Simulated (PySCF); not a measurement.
C₅H₃F₄P.
Atom-mapped SMILES: `[F:1][c:2]1[cH:3][cH:4][c:5]([C:6]([F:7])([F:8])[F:9])[pH:10]1`

Structure used (GFN2-xTB), in Å, numbered top down from 1:
```
atom  x, y, z in Å
F1     3.1971    0.8857   -0.1896
C2     1.9469    0.4246   -0.1291
C3     1.6228   -0.8658    0.0842
C4     0.2030   -1.0700    0.1005
C5    -0.5149    0.0573   -0.0990
C6    -1.9983    0.1394   -0.1371
F7    -2.4589    0.5318   -1.3384
F8    -2.5980   -1.0250    0.1430
F9    -2.4744    1.0378    0.7487
P10    0.5205    1.4974   -0.4978
H11    2.3320   -1.6575    0.2516
H12   -0.2360   -2.0387    0.2754
H13    0.4537    2.0834    0.7699
```

NICS = −σ at a ghost point: NICS(0) at the centroid of the ring atoms, NICS(1) 1 Å to either side along the normal of their mean plane, zz for the tensor component along that normal. Level: GIAO PBE0/pcSseg-1 (PySCF, non-relativistic, gas phase) on the GFN2-xTB geometry, one conformer.

Ring bond lengths (Å), with Mayer bond orders in brackets: C2–C3 1.348 (1.68), C3–C4 1.435 (1.14), C4–C5 1.351 (1.67), C5–P10 1.818 (0.93), P10–C2 1.822 (0.96).

**Question.** What do the NICS probes read (ppm)?

**Answer.** 
| ring | type | NICS(0) | NICS(1), two faces | NICS(1)zz, two faces | rms pucker (Å) | centre to ring atoms, mean (Å) |
| --- | --- | --- | --- | --- | --- | --- |
| C2–C3–C4–C5–P10 | 5-membered ring with P; bonds drawn aromatic by RDKit's count | -5.1 | -5.1 / -5.2 | -8.8 / -7.6 | 0.04 | 1.31 |

**Question.** What do they say, and how far can they be read as aromaticity?

**Answer.** 
- C2–C3–C4–C5–P10: mean NICS(1)zz -8.2 ppm, shielded. A hydrogen on P10, outside the ring, lies 1.88 Å from a NICS(1) probe.

**Question.** What does the geometric index give? Use HOMA with the parameters of Krygowski (1993).

**Answer.** 
- C2–C3–C4–C5–P10: HOMA 0.02; the largest term is that of P10–C2, α(R − Ropt)² = 1.84.

**Question.** List the ring angles and the Hirshfeld charges of the ring atoms.

**Answer.** 
- C2–C3–C4–C5–P10: C2 114.0° (+0.046 e), C3 112.1° (-0.078 e), C4 113.9° (-0.035 e), C5 113.0° (-0.104 e), P10 86.3° (+0.154 e); sum 539.3° against 540° for a flat convex ring.
